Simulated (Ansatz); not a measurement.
Species: sum formula H4SiO2, charge 0, multiplicity 1. 
Geometry from a B3LYP-D3(BJ)/def2-TZVP (Ansatz, a first-principles code) optimisation:
```xyz
7

Si    -0.2925    -0.2931     0.1712
O     -0.7095     1.2473    -0.2304
O      1.2327    -0.7182    -0.2769
H     -1.1896    -1.1614    -0.6019
H     -0.4295    -0.4631     1.6397
H     -0.4451     1.9714     0.3410
H      1.9733    -0.4760     0.2832
```
Charge 0, spin multiplicity 1.

Basis-set convergence of Hartree-Fock and CCSD correlation energies (hartree) with Ansatz. Cores are frozen in the correlated levels unless marked. No spin-orbit coupling. Non-relativistic.

```csv
basis,functions,E(HF),"E(corr, CCSD)"
aug-cc-pV(D+d)Z,114,-441.11011,-0.53747
aug-cc-pV(T+d)Z,239,-441.17185,-0.64350
aug-cc-pV(Q+d)Z,433,-441.18622,-0.67964
```

Extrapolating the two largest sets (X = 3 and 4) as X^-3: E(corr) = (64·(-0.67964) - 27·(-0.64350))/37 = -0.7060 Eh, an estimate of the basis-set limit. The largest set recovers 96.3 % of it, the smallest 76.1 %.
